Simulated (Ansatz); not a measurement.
Geometry optimisation, RKS PBE0-D4/def2-SVP in Ansatz 0.2.0.

Input file:

```yaml
crystal:
  periodic: [false, false, false]
  atoms:
    - { symbol: Si, position_ang: [0.0, 0.0, 0.0] }
    - { symbol: "N", position_ang: [0.0, 0.0, 1.82] }
    - { symbol: H, position_ang: [-0.877, -0.2713, 2.35] }
    - { symbol: H, position_ang: [0.877, 0.2713, 2.35] }
    - { symbol: O, position_ang: [1.5842, 0.0, -0.5594] }
    - { symbol: H, position_ang: [1.9006, -0.9521, -0.6761] }
    - { symbol: O, position_ang: [-0.7913, 1.3709, -0.5594] }
    - { symbol: H, position_ang: [-1.7491, 1.1401, -0.7818] }
    - { symbol: O, position_ang: [-0.7913, -1.3709, -0.5594] }
    - { symbol: H, position_ang: [-1.2459, -1.8365, 0.2129] }
basis:
  gaussian: { orbitals: def2-SVP }
hamiltonian:
  xc: pbe0
  dispersion: d4
relax:
  f_tol: 0.02
  max_steps: 40
```

Run as:

```bash
$ ansatz run input.yaml --threads 2 --pin off --max-ram 3072MiB --backend cpu --events-out ev --progress --plain --runs-dir out
```

Q: Where does it end, and by what steps?

A: It converged. The force dipped under the threshold on the way, but the program's further checks kept it going. After 33 steps the energy has fallen by 0.764 eV; H6 moved furthest, 1.00 Å.

```
step  energy less start (eV)  largest force component (eV/Å)  accepted
   0                  0.0000                           2.062       yes
   2                 -0.5907                           0.412       yes
   4                 -0.6582                           0.252       yes
   6                 -0.7098                           0.722       yes
   8                 -0.7228                           0.412       yes
  10                 -0.7327                           0.186       yes
  12                 -0.7341                           0.082       yes
  14                 -0.7359                           0.159       yes
  16                 -0.7414                           0.068       yes
  18                 -0.6978                           1.477        no
  20                 -0.7429                           0.283        no
  22                 -0.7436                           0.206       yes
  24                 -0.7464                           0.035       yes
  26                 -0.6758                           2.238        no
  28                 -0.7493                           0.919        no
  30                 -0.7616                           0.081       yes
  32                 -0.7626                           0.102        no
  33                 -0.7637                           0.005       yes
```

```xyz
10
Properties=species:S:1:pos:R:3
Si -0.064 -0.157 0.177
N -0.006 -0.123 1.882
H -0.837 0.049 2.434
H 0.828 0.230 2.337
O 1.505 -0.437 -0.263
H 1.736 -0.074 -1.122
O -0.571 1.203 -0.625
H -1.416 1.101 -1.073
O -1.161 -1.303 -0.312
H -1.106 -2.138 0.161
```

Run time: 80 s on 2 threads of Arm Neoverse V1, on a shared host, peak memory 0.2 GiB.
